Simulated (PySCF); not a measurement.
Harmonic spectrum computed at PBE0 in the def2-SVP basis family (core potentials from Rb on, PySCF, no spin–orbit coupling):

```
symmetry  ω (cm⁻¹)  IR (km/mol)
     a''       119         29.4
      a'       149          1.9
      a'       189          0.9
     a''       281          108
      a'       384          128
      a'       577         33.7
     a''       627          276
      a'       680          204
     a''       738         53.1
      a'       743         43.3
     a''      3845          230
      a'      3850          163
```

Question: Which molecule gave it? In each, all ligands are bound to the one heavy central atom.
A. PbS(OH)₂ (singlet)
B. HfS(OH)₂ (singlet)
C. ReS(OH)₂ (doublet)
D. ZrS(OH)₂ (singlet)
E. MoS(OH)₂ (triplet)

Answer: C. It has Cs symmetry with O–H 0.967 Å (×2), Re–O 1.859 Å (×2), Re–S 2.080 Å.
